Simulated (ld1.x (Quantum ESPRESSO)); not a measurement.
**Ca: TM pseudisation with PBEsol, non-relativistic reference atom.**

The input file (ld1.x (Quantum ESPRESSO) 7.5):

```
&input
   title='Ca', zed=20., rel=0, dft='PBESOL', iswitch=3,
   config='[Ar] 3d0 4s2 4p0 4f-2',
   nld=4, rlderiv=3.15, eminld=-4.0, emaxld=5.0, deld=0.02
 /
 &inputp
   pseudotype=2, tm=.true., lloc=0,
   nlcc=.true.,
   file_pseudopw='Ca.UPF', file_wfcaegen='ae.wfc', file_wfcncgen='nc.wfc', file_beta='beta', file_chi='chi'
 /
4
3P  2  1   6.00   0.00  1.30  1.30  0.0
3D  3  2   0.00   0.00  2.35  2.35  0.0
4F  4  3  -2.00   0.35  2.90  2.90  0.0
4S  1  0   2.00   0.00  2.90  2.90  0.0
 &test
   configts(1)='3p6 3d0 4s2 4p0'
 /
```

Command:

```bash
ld1.x < Ca.in > Ca.out
```

Resulting log (shortened: banner, matrices, multipoles, cross overlaps and the repeated all-electron block are left out):

```
Program LD1 v.7.5
     --------------------------- All-electron run ----------------------------

     Ca

     atomic number is 20.00
     dft =PBESOL   lsd =0 sic =0 latt =0  beta=0.20 tr2=1.0E-14
     Exchange-correlation= PBESOL
                           (   1   4  10   8   0   0   0)
     mesh =1169 r(mesh) =  99.90979 a.u. xmin = -7.00 dx = 0.01250
     1 Ry =  13.60569312 eV

     n l     nl                  e(Ry)          e(Ha)          e(eV)
     1 0     1S 1( 2.00)      -288.3096      -144.1548     -3922.6513
     2 0     2S 1( 2.00)       -30.1397       -15.0698      -410.0714
     2 1     2P 1( 6.00)       -24.5624       -12.2812      -334.1887
     3 0     3S 1( 2.00)        -3.4216        -1.7108       -46.5528
     3 1     3P 1( 6.00)        -2.0580        -1.0290       -28.0010
     3 2     3D 1( 0.00)        -0.1528        -0.0764        -2.0787
     4 0     4S 1( 2.00)        -0.2757        -0.1378        -3.7510
     4 1     4P 1( 0.00)        -0.1031        -0.0515        -1.4025

     final scf error:  5.9E-15 reached in  24 iterations

     Etot =   -1353.003129 Ry,    -676.501564 Ha,  -18408.545361 eV

     Ekin =    1351.465987 Ry,     675.732993 Ha,   18387.631480 eV
     Encl =   -3205.054652 Ry,   -1602.527326 Ha,  -43606.990043 eV
     Eh   =     570.429356 Ry,     285.214678 Ha,    7761.086767 eV
     Exc  =     -69.843819 Ry,     -34.921909 Ha,    -950.273565 eV

     normalization and overlap integrals

     s(1S/1S) =  1.000000  <r> =   0.0774  <r2> =    0.0081  r(max) =   0.0506
     s(2S/2S) =  1.000000  <r> =   0.3672  <r2> =    0.1596  r(max) =   0.3025
     s(2P/2P) =  1.000000  <r> =   0.3289  <r2> =    0.1338  r(max) =   0.2477
     s(3S/3S) =  1.000000  <r> =   1.1633  <r2> =    1.5624  r(max) =   1.0043
     s(3P/3P) =  1.000000  <r> =   1.2731  <r2> =    1.9139  r(max) =   1.0558
     s(3D/3D) =  1.000000  <r> =   2.3183  <r2> =    7.5475  r(max) =   1.2735
     s(4S/4S) =  1.000000  <r> =   4.0269  <r2> =   18.5869  r(max) =   3.4187
     s(4P/4P) =  1.000000  <r> =   5.3515  <r2> =   33.3377  r(max) =   4.3897

     ------------------------ End of All-electron run ------------------------

     --------------------- Generating NC pseudopotential ---------------------

      Generating local pot.: lloc=0, matching radius rcloc =   2.9000

      Computing core charge for nlcc:

       r > 0.64 : true rho core
       r < 0.64 : rho core = a sin(br)/r    a=  11.13  b=   3.98

      Integrated core pseudo-charge :   4.10

      Wfc   3P  rcut= 1.290  Using Troullier-Martins method

      Wfc   3D  rcut= 2.350  Using Troullier-Martins method

      Wfc   4F  rcut= 2.870  Using Troullier-Martins method

     ------------------- End of pseudopotential generation -------------------

     Computing logarithmic derivative in   3.15200
     Computing logarithmic derivative in   3.15200
     Computing the partial wave expansion
       no projector for channel:   0
     R is outside the sphere for l=    1 j= 0.00
     R is outside the sphere for l=    2 j= 0.00
     R is outside the sphere for l=    3 j= 0.00

     ---------------------- Testing the pseudopotential ----------------------

     Ca

     atomic number is 20.00   valence charge is  8.00
     dft =PBESOL   lsd =0 sic =0 latt =0  beta=0.20 tr2=1.0E-14
     mesh =1169 r(mesh) =  99.90979 xmin = -7.00 dx = 0.01250

     n l     nl             e AE (Ry)        e PS (Ry)    De AE-PS (Ry)
     2 1     3P   1( 6.00)       -2.05804       -2.05804        0.00000
     3 2     3D   1( 0.00)       -0.15278       -0.15278        0.00000
     1 0     4S   1( 2.00)       -0.27569       -0.27569        0.00000
     3 1     4P   1( 0.00)       -0.10308       -0.07733       -0.02575  !

     eps = 3.8E-15  iter = 11

     Etot =   -1353.003129 Ry,    -676.501564 Ha,  -18408.545361 eV
     Etotps =   -50.401229 Ry,     -25.200614 Ha,    -685.743651 eV

     Ekin =      21.404976 Ry,      10.702488 Ha,     291.229529 eV
     Encl =     -52.621147 Ry,     -26.310574 Ha,    -715.947180 eV
     Ehrt =      33.059220 Ry,      16.529610 Ha,     449.793608 eV
     Ecxc =     -14.386684 Ry,      -7.193342 Ha,    -195.740805 eV
     (Ecc =      -5.809139 Ry,      -2.904570 Ha,     -79.037367 eV)
     Epseu=     -37.857594 Ry,     -18.928797 Ha,    -515.078803 eV

     ---------------------- End of pseudopotential test ----------------------
```

Generation and configuration tests took about 0.79 s on one core of a shared server CPU.

Transferability test of the new file with ld1.x, input:

```
&input
   title='Ca', zed=20., rel=0, dft='PBESOL', iswitch=2,
   config='[Ar] 3d0 4s2 4p0 4f-2'
 /
 &test
   file_pseudo='Ca.UPF', nconf=8,
   configts(1)='3p6 3d0 4s2 4p0',
   configts(2)='3p6 3d0 4s1 4p0',
   configts(3)='3p6 3d0 4s0 4p0',
   configts(4)='3p6 3d0 4s1.5 4p0',
   configts(5)='3p6 3d1 4s0 4p0',
   configts(6)='3p6 3d1 4s1 4p0',
   configts(7)='3p6 3d0 4s0 4p1',
   configts(8)='3p6 3d0 4s0 4p2'
 /
```

```bash
ld1.x < Ca.test.in > Ca.test.out
```

Pseudopotential blocks of its output, shortened (energy terms left out; the distinct warnings before each block abridged to one line each):

```
     ---------------------- Testing the pseudopotential ----------------------

     n l     nl             e AE (Ry)        e PS (Ry)    De AE-PS (Ry)
     2 1     3P   1( 6.00)       -2.05804       -2.05804        0.00000
     3 2     3D   1( 0.00)       -0.15278       -0.15278        0.00000
     1 0     4S   1( 2.00)       -0.27569       -0.27569        0.00000
     3 1     4P   1( 0.00)       -0.10308       -0.07733       -0.02575  !

     eps = 9.3E-15  iter =  9

     Etot =   -1353.003128 Ry,    -676.501564 Ha,  -18408.545359 eV
     Etotps =   -50.401229 Ry,     -25.200614 Ha,    -685.743653 eV

     ---------------------- End of pseudopotential test ----------------------

          ---------------------- Testing the pseudopotential ----------------------

     n l     nl             e AE (Ry)        e PS (Ry)    De AE-PS (Ry)
     2 1     3P   1( 6.00)       -2.56216       -2.55631       -0.00585  !
     3 2     3D   1( 0.00)       -0.62189       -0.61823       -0.00367
     1 0     4S   1( 1.00)       -0.65471       -0.65428       -0.00043
     3 1     4P   1( 0.00)       -0.43527       -0.38431       -0.05095  !

     eps = 4.9E-17  iter =  9

     Etot =   -1352.541438 Ry,    -676.270719 Ha,  -18402.263748 eV
     Etotps =   -49.939768 Ry,     -24.969884 Ha,    -679.465157 eV
     dEtot_ae =       0.461690 Ry
     dEtot_ps =       0.461461 Ry,   Delta E=       0.000229 Ry

     ---------------------- End of pseudopotential test ----------------------

          ---------------------- Testing the pseudopotential ----------------------

     n l     nl             e AE (Ry)        e PS (Ry)    De AE-PS (Ry)
     2 1     3P   1( 6.00)       -3.15929       -3.14857       -0.01072  !
     3 2     3D   1( 0.00)       -1.17535       -1.16757       -0.00778  !
     1 0     4S   1( 0.00)       -1.04942       -1.05196        0.00254
     3 1     4P   1( 0.00)       -0.77303       -0.68150       -0.09153  !

     eps = 4.7E-17  iter =  7

     Etot =   -1351.686370 Ry,    -675.843185 Ha,  -18390.629944 eV
     Etotps =   -49.084473 Ry,     -24.542236 Ha,    -667.828272 eV
     dEtot_ae =       1.316759 Ry
     dEtot_ps =       1.316756 Ry,   Delta E=       0.000003 Ry

     ---------------------- End of pseudopotential test ----------------------

          ---------------------- Testing the pseudopotential ----------------------

     n l     nl             e AE (Ry)        e PS (Ry)    De AE-PS (Ry)
     2 1     3P   1( 6.00)       -2.29693       -2.29435       -0.00258
     3 2     3D   1( 0.00)       -0.37522       -0.37374       -0.00148
     1 0     4S   1( 1.50)       -0.45992       -0.45969       -0.00023
     3 1     4P   1( 0.00)       -0.26318       -0.22541       -0.03777  !

     eps = 2.5E-16  iter =  9

     Etot =   -1352.819796 Ry,    -676.409898 Ha,  -18406.051000 eV
     Etotps =   -50.217952 Ry,     -25.108976 Ha,    -683.250050 eV
     dEtot_ae =       0.183332 Ry
     dEtot_ps =       0.183276 Ry,   Delta E=       0.000056 Ry

     ---------------------- End of pseudopotential test ----------------------

          ---------------------- Testing the pseudopotential ----------------------

     n l     nl             e AE (Ry)        e PS (Ry)    De AE-PS (Ry)
     2 1     3P   1( 6.00)       -2.27894       -2.25253       -0.02641  !
     3 2     3D   1( 1.00)       -0.41377       -0.40468       -0.00909  !
     1 0     4S   1( 0.00)       -0.54534       -0.54940        0.00406
     3 1     4P   1( 0.00)       -0.35052       -0.31776       -0.03276  !

     eps = 6.6E-15  iter =  9

     Etot =   -1352.453571 Ry,    -676.226786 Ha,  -18401.068256 eV
     Etotps =   -49.843681 Ry,     -24.921841 Ha,    -678.157831 eV
     dEtot_ae =       0.549557 Ry
     dEtot_ps =       0.557548 Ry,   Delta E=      -0.007991 Ry

     ---------------------- End of pseudopotential test ----------------------

          ---------------------- Testing the pseudopotential ----------------------

     n l     nl             e AE (Ry)        e PS (Ry)    De AE-PS (Ry)
     2 1     3P   1( 6.00)       -1.89174       -1.87676       -0.01499  !
     3 2     3D   1( 1.00)       -0.05694       -0.05387       -0.00307
     1 0     4S   1( 1.00)       -0.23940       -0.24304        0.00363
     3 1     4P   1( 0.00)       -0.08867       -0.07274       -0.01593  !

     eps = 7.6E-15  iter = 12

     Etot =   -1352.842828 Ry,    -676.421414 Ha,  -18406.364361 eV
     Etotps =   -50.236726 Ry,     -25.118363 Ha,    -683.505482 eV
     dEtot_ae =       0.160300 Ry
     dEtot_ps =       0.164503 Ry,   Delta E=      -0.004202 Ry

     ---------------------- End of pseudopotential test ----------------------

          Warning: n=2, l=1 expected 0 nodes, found 1
     ---------------------- Testing the pseudopotential ----------------------

     n l     nl             e AE (Ry)        e PS (Ry)    De AE-PS (Ry)
     2 1     3P   1( 6.00)       -2.65140       -2.69883        0.04743  !
     3 2     3D   1( 0.00)       -0.69516       -0.73662        0.04145  !
     1 0     4S   1( 0.00)       -0.69579       -0.71943        0.02364  !
     3 1     4P   1( 1.00)       -0.47737       -0.44689       -0.03048  !

     eps = 5.4E-15  iter = 14

     Etot =   -1352.322621 Ry,    -676.161311 Ha,  -18399.286587 eV
     Etotps =   -49.669428 Ry,     -24.834714 Ha,    -675.786992 eV
     dEtot_ae =       0.680507 Ry
     dEtot_ps =       0.731801 Ry,   Delta E=      -0.051294 Ry

     ---------------------- End of pseudopotential test ----------------------

          ---------------------- Testing the pseudopotential ----------------------

     n l     nl             e AE (Ry)        e PS (Ry)    De AE-PS (Ry)
     2 1     3P   1( 6.00)       -2.24575       -2.32648        0.08073  !
     3 2     3D   1( 0.00)       -0.30433       -0.37394        0.06961  !
     1 0     4S   1( 0.00)       -0.36014       -0.39841        0.03827  !
     3 1     4P   1( 2.00)       -0.17430       -0.16843       -0.00588  !

     eps = 5.7E-15  iter = 15

     Etot =   -1352.644630 Ry,    -676.322315 Ha,  -18403.667746 eV
     Etotps =   -49.974286 Ry,     -24.987143 Ha,    -679.934801 eV
     dEtot_ae =       0.358498 Ry
     dEtot_ps =       0.426943 Ry,   Delta E=      -0.068445 Ry

     ---------------------- End of pseudopotential test ----------------------
```
